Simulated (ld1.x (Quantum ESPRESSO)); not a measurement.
Before and after: PAW potential for In

ld1.x (Quantum ESPRESSO) 7.5 input, shortened:

```
&input
   title='In', zed=49., rel=1, dft='PBE', iswitch=3,
   config='[Kr] 4d10 5s2 5p1'
 /
 &inputp
   pseudotype=3, lpaw=.true., tm=.true., lloc=-1, rcloc=1.10,
   nlcc=.true., new_core_ps=.true.,
   which_augfun='PSQ', rmatch_augfun_nc=.true.
 /
6
5S  1  0   2.00   0.00  1.75  2.10  0.0
5S  1  0   0.00   0.25  1.75  2.10  0.0
5P  2  1   1.00   0.00  1.85  2.10  0.0
5P  2  1   0.00   1.05  1.85  2.10  0.0
4D  3  2  10.00   0.00  1.00  1.30  0.0
4D  3  2   0.00   2.60  1.00  1.30  0.0
 &test
   configts(1)='4d10 5s2 5p1'
 /
```

Change: functional PBEsol.

Cutoffs: the cutoffs (Ry, on a coarse ladder) from which the occupation-weighted sum of valence levels, in a spherical-Bessel basis at the reference potential, stays within 10 and 1 mRy of its value at 400 Ry; they do not see the model core or the augmentation charge, which bear on the density cutoff. Errors are all-electron minus pseudo energies relative to the spin-unpolarised reference configuration.

Predict the effect on cutoff, ghosts and configuration errors.

The potential gets harder (70 Ry and 120 Ry → 70 Ry and 160 Ry); both files keep a bound ghost (p, s); of the 7 tests that both files solve, the error grows in 5 and shrinks in 0 by more than 15 % and 0.3 meV (median size 1.0 → 3.5 meV); the range in which the d phases agree narrows (upper end 4.2 → -0.1).

| quantity | base | changed |
| --- | --- | --- |
| cutoff, loose | 70 Ry | 70 Ry |
| cutoff, tight | 120 Ry | 160 Ry |
| bound ghosts | s, p | s, p |
| error for 4d10 5s2 5p0, meV [ΔE 5.36 eV] | -0.6 | +2.3 |
| error for 4d10 5s1 5p0, meV [ΔE 24.60 → 24.64 eV] | +1.0 | +18 |
| error for 4d10 5s0 5p0, meV [ΔE 52.92 → 52.90 eV] | +1.9 | +40 |
| error for 4d10 5s2 5p1.3, meV [ΔE -0.53 eV] | +0.4 | +1.1 |
| error for 4d10 5s2 5p0.5, meV [ΔE 1.94 eV] | -1.0 | -1.5 |
| error for 4d9 5s0 5p0, meV [ΔE 109.31 → 109.27 eV] | -224 | -205 |
| error for 4d10 5s1 5p1, meV [ΔE 11.96 → 12.01 eV] | -3.1 | -3.5 |
| s: phases at 2.29 bohr within 0.05 rad from the reference energy up to (Ry; the scan ends near 5) | 4.8 | 4.8 |
| p: phases at 2.29 bohr within 0.05 rad from the reference energy up to (Ry; the scan ends near 5) | to the end of the scan | to the end of the scan |
| d: phases at 2.29 bohr within 0.05 rad from the reference energy up to (Ry; the scan ends near 5) | 4.2 | -0.1 |
| lowest overlap eigenvalue by channel | s 0.22, p 0.61, d 0.78 | s 0.22, p 0.61, d 0.78 |

 A true bound ghost makes a file unfit for plane-wave use even where its test errors are small: the radial tests pick states by their node count and pass the ghost by.
